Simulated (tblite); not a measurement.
C₃H₆BN₂O₃ (doublet state).
Numbering: `[CH3:1][O:2][B:3]([OH:4])[C:5]1=[N:6][CH:7][NH:8][O:9]1` (hydrogens: H10, H11, H12 on C1; H13 on O4; H14 on C7; H15 on N8)
Bond orders are those of one Lewis drawing.

Computed with GFN2-xTB (tblite), gas phase: L-BFGS steps from a force-field or distance-geometry start until the largest atomic force falls under 0.01 eV/Å.

The end geometry, which sets the zero of energy:
```
atom  x, y, z in Å
C1     -2.1485    1.0460   -0.2336
O2     -2.0191   -0.3552   -0.1906
B3     -0.8517   -1.0406   -0.0635
O4     -0.9280   -2.3959   -0.0111
C5      0.5521   -0.3963    0.0175
N6      0.8904    0.8897    0.0231
C7      2.1873    0.9630    0.1181
N8      2.7777   -0.2970    0.1027
O9      1.6943   -1.1978    0.1039
H10    -2.3646    1.4218    0.7700
H11    -2.9886    1.2793   -0.8905
H12    -1.2382    1.5211   -0.5987
H13    -1.8272   -2.7194   -0.0765
H14     2.7669    1.8604    0.1376
H15     3.4929   -0.5711    0.7695
```

**Question.** These geometries come from the run, each turned onto the end geometry. Order them by energy, lowest first.
A.
```
atom  x, y, z in Å
C1     -2.0626    1.0087   -0.0192
O2     -2.0165   -0.3849   -0.2356
B3     -0.8469   -1.0779   -0.2962
O4     -0.9525   -2.4271   -0.2724
C5      0.5709   -0.4259   -0.2324
N6      1.0212    0.7502   -0.6512
C7      2.2468    0.8797   -0.2238
N8      2.6772   -0.2471    0.4807
O9      1.5538   -1.1010    0.4893
H10    -2.2185    1.1943    1.0503
H11    -2.8908    1.4432   -0.5834
H12    -1.1270    1.4755   -0.3314
H13    -1.8725   -2.7176   -0.2543
H14     2.8760    1.7274   -0.3654
H15     3.0372   -0.0896    1.4229
```
B.
```
atom  x, y, z in Å
C1     -2.1587    1.0365   -0.1702
O2     -2.0252   -0.3623   -0.2633
B3     -0.8502   -1.0356   -0.1106
O4     -0.9147   -2.3911   -0.1402
C5      0.5450   -0.3845    0.0600
N6      0.9220    0.8719   -0.1692
C7      2.2143    0.9377   -0.0165
N8      2.7629   -0.3149    0.2477
O9      1.6554   -1.1723    0.3901
H10    -2.3301    1.3099    0.8747
H11    -3.0229    1.3451   -0.7614
H12    -1.2665    1.5481   -0.5312
H13    -1.8153   -2.7042   -0.2357
H14     2.8242    1.8019   -0.1723
H15     3.4554   -0.4783    0.9760
```
C.
```
atom  x, y, z in Å
C1     -2.1912    1.0474   -0.2087
O2     -2.0361   -0.3527   -0.2171
B3     -0.8504   -1.0092   -0.0958
O4     -0.8874   -2.3660   -0.0640
C5      0.5519   -0.3660    0.0166
N6      0.9308    0.9063   -0.0691
C7      2.2259    0.9460    0.0711
N8      2.7734   -0.3269    0.1824
O9      1.6647   -1.1934    0.2163
H10    -2.3782    1.3869    0.8158
H11    -3.0600    1.2881   -0.8270
H12    -1.2938    1.5353   -0.5909
H13    -1.7715   -2.7281   -0.1327
H14     2.8394    1.8191    0.0153
H15     3.4781   -0.5789    0.8656
```
D.
```
atom  x, y, z in Å
C1     -2.0748    1.0487   -0.0525
O2     -2.0063   -0.3529   -0.2044
B3     -0.8600   -1.0844   -0.1803
O4     -0.9511   -2.4303   -0.2947
C5      0.5519   -0.4521   -0.0380
N6      0.9345    0.7429   -0.4656
C7      2.1991    0.8886   -0.1837
N8      2.7333   -0.2584    0.4157
O9      1.6260   -1.1297    0.5375
H10    -2.2418    1.2995    0.9991
H11    -2.9234    1.3972   -0.6405
H12    -1.1604    1.5270   -0.4009
H13    -1.8534   -2.7386   -0.3785
H14     2.7890    1.7436   -0.4374
H15     3.2331   -0.1931    1.3020
```
E.
```
atom  x, y, z in Å
C1     -2.0740    1.0445   -0.0400
O2     -1.8956   -0.1610   -0.7757
B3     -0.8440   -1.0039   -0.3598
O4     -1.0317   -2.3871   -0.3742
C5      0.6659   -0.5011   -0.2796
N6      1.1114    0.6262   -0.7622
C7      2.4620    0.6841   -0.4665
N8      2.6932   -0.2811    0.5694
O9      1.6935   -1.2380    0.2890
H10    -2.2385    0.8343    1.0367
H11    -2.9433    1.5911   -0.4093
H12    -1.1806    1.6625   -0.1691
H13    -1.5430   -2.6941    0.3736
H14     2.7683    1.6567   -0.1139
H15     2.3521    0.1746    1.4594
```

**Answer.** C (0.011 eV), B (0.024 eV), D (0.077 eV), A (0.151 eV), E (2.109 eV).

In the order of the answer:

```
step  E above end (eV)  largest force (eV/Å)  rms force component (eV/Å)  rms distance from end (Å)  rms bond change (Å)  bond most changed (Å)
  65             0.011                  0.12                       0.038                      0.082                0.001           C5–O9 +0.003
  58             0.024                  0.16                       0.054                      0.169                0.002           O2–B3 +0.003
  37             0.077                  0.11                       0.042                      0.360                0.004           C7–N8 +0.009
  23             0.151                  0.30                       0.112                      0.428                0.005           B3–C5 +0.015
   1             2.109                  3.11                       0.769                      0.631                0.034           N6–C7 +0.081
```

The cost below is that of the whole relaxation. Hardware: one thread, Arm Neoverse V2 (aarch64), shared host. Cost: 0.49 s.
